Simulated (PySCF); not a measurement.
C4H9B.
Numbering: `[BH2:1]/[C:2]([CH3:3])=[CH:4]\[CH3:5]` (hydrogens: H6, H7 on B1; H8, H9, H10 on C3; H11 on C4; H12, H13, H14 on C5)

Structure used (PBE0-D3(BJ)/def2-SVP), in Å, numbered top down from 1:
```
atom  x, y, z in Å
B1     0.227   -1.604   -0.616
C2     0.426   -0.206    0.004
C3     1.705    0.083    0.749
C4    -0.510    0.772   -0.111
C5    -1.833    0.726   -0.789
H6    -0.775   -1.910   -1.219
H7     1.098   -2.440   -0.508
H8     1.836   -0.609    1.597
H9     1.740    1.111    1.143
H10    2.584   -0.061    0.099
H11   -0.281    1.745    0.355
H12   -2.636    0.966   -0.072
H13   -1.885    1.502   -1.572
H14   -2.046   -0.248   -1.245
```

Jobs on this species (14 atoms, 38 electrons) with PySCF (density fitting). Hardware of each: one thread of an Arm Neoverse V2, shared host. Times come from a shared host and carry two figures at best. Peak memory is the resident size of the whole Python process, interpreter and libraries included.

```csv
level and settings,work,basis functions,SCF cycles,wall time,peak memory
"delta-SCF UKS SCAN, pcX-2 on the ionised atom, pcseg-1 elsewhere, spin-free X2C","ΔSCF core ionisation, 5 holes",146,?,?,?
"PBE0-D3(BJ)/def2-SVP, grid level 1",geometry optimisation from a GFN2-xTB start shaken at random,115,?,?,?
"delta-SCF UKS PBE0, pcX-2 on the ionised atom, pcseg-1 elsewhere, spin-free X2C","ΔSCF core ionisation, 5 holes",146,?,?,?
"delta-SCF UKS SCAN, def2-TZVP on the ionised atom, pcseg-1 elsewhere, spin-free X2C","ΔSCF core ionisation, 5 holes",132,89,32 s,0.52 GiB
"delta-SCF UKS B3LYP, pcX-2 on the ionised atom, pcseg-1 elsewhere, spin-free X2C","ΔSCF core ionisation, 5 holes",146,79,32 s,0.57 GiB
"delta-SCF UKS SCAN, pcX-1 on the ionised atom, pcseg-1 elsewhere, spin-free X2C","ΔSCF core ionisation, 5 holes",125,91,28 s,0.52 GiB
"delta-SCF UKS SCAN, pcX-2 on the ionised atom, pcseg-1 elsewhere, non-relativistic","ΔSCF core ionisation, 5 holes",146,91,34 s,0.52 GiB
"delta-SCF UKS PBE, pcX-2 on the ionised atom, pcseg-1 elsewhere, spin-free X2C","ΔSCF core ionisation, 5 holes",146,83,19 s,0.54 GiB
```

**Question.** Fill in the missing figures.

**Answer.** 
- delta-SCF UKS SCAN, pcX-2 on the ionised atom, pcseg-1 elsewhere, spin-free X2C; ΔSCF core ionisation, 5 holes: 34 s, 0.52 GiB, 91 SCF cycles
- PBE0-D3(BJ)/def2-SVP, grid level 1; geometry optimisation from a GFN2-xTB start shaken at random: 42 s, 0.49 GiB, 70 SCF cycles
- delta-SCF UKS PBE0, pcX-2 on the ionised atom, pcseg-1 elsewhere, spin-free X2C; ΔSCF core ionisation, 5 holes: 31 s, 0.58 GiB, 78 SCF cycles

**Question.** What do all jobs in the table cost together?

**Answer.** About 4.2 min; the longest takes about 17 % of that, and about 2.2 times as long as the shortest.
